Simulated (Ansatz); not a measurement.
Job for Ansatz (a program for electronic structure): R-PBE0/def2-TZVPP on C3H9B (SMILES BC(C)C), a point of a torsion scan.

Ansatz 0.2 input:
```yaml
crystal:
  periodic: [false, false, false]
  atoms:
    - {symbol: B, position_ang: [-0.39253820, 1.57307081, 0.21555216]}
    - {symbol: C, position_ang: [0.14357484, 0.09585607, 0.36205976]}
    - {symbol: C, position_ang: [-0.89514374, -0.64738255, 1.22800884]}
    - {symbol: C, position_ang: [0.32738833, -0.65633010, -0.95919599]}
    - {symbol: H, position_ang: [-1.09636870, 1.85819870, -0.67304045]}
    - {symbol: H, position_ang: [-0.14686149, 2.36865650, 1.03633903]}
    - {symbol: H, position_ang: [1.09403562, 0.05513757, 0.90555301]}
    - {symbol: H, position_ang: [-0.57995831, -1.67734378, 1.38660261]}
    - {symbol: H, position_ang: [-1.86465364, -0.65760551, 0.73442681]}
    - {symbol: H, position_ang: [-1.00845702, -0.16717610, 2.19732372]}
    - {symbol: H, position_ang: [-0.60715028, -0.68761152, -1.51469634]}
    - {symbol: H, position_ang: [0.65399557, -1.68016138, -0.78003326]}
    - {symbol: H, position_ang: [1.07471893, -0.16327652, -1.57718681]}
basis:
  gaussian:
    orbitals: def2-TZVPP
hamiltonian:
  xc: {name: PBE0}
scf: {lower_state_search: off}
```

Program output:

```
WARN ansatz: RAYON_NUM_THREADS=1 ignored (pool sized by the plan → 1); use --threads N
Functional definition: PBE0
these checks for a lower state are left out or cut short: stability, starts, cluster_reference, orbital_swaps, neighbouring_geometries, increment
integrals: 0.14 GiB planned
1240 factors; their error is unknown
mean field: 1.47 GiB planned
mean field evaluation 1: about -3920.5557 eV, gradient 6.2e1 eV
mean field evaluation 2: about -3915.1580 eV, gradient 7.6e1 eV
mean field evaluation 4: about -3929.8254 eV, gradient 2.7e0 eV
mean field evaluation 8: about -3929.8410 eV, gradient 2.6e-2 eV
mean field evaluation 16: about -3929.8204 eV, gradient 3.5e-5 eV
mean field -3929.82037547 eV, -144.4182350708 hartree, gradient 1.0e-6 eV, S^2 0.000000; 0 other end points of the search recorded, 0 dependent functions left out
reference -3929.82041042 eV, -144.4182363549 hartree; 16, 16 occupied and 234, 234 virtual orbitals, 1240 factors
Total energy: -3929.82041042 eV, -144.4182363549 hartree
Checks for a lower state left out: stability, starts, cluster_reference, orbital_swaps, neighbouring_geometries, increment
```

The run converged.

Cost: roughly 2.7 core-seconds.
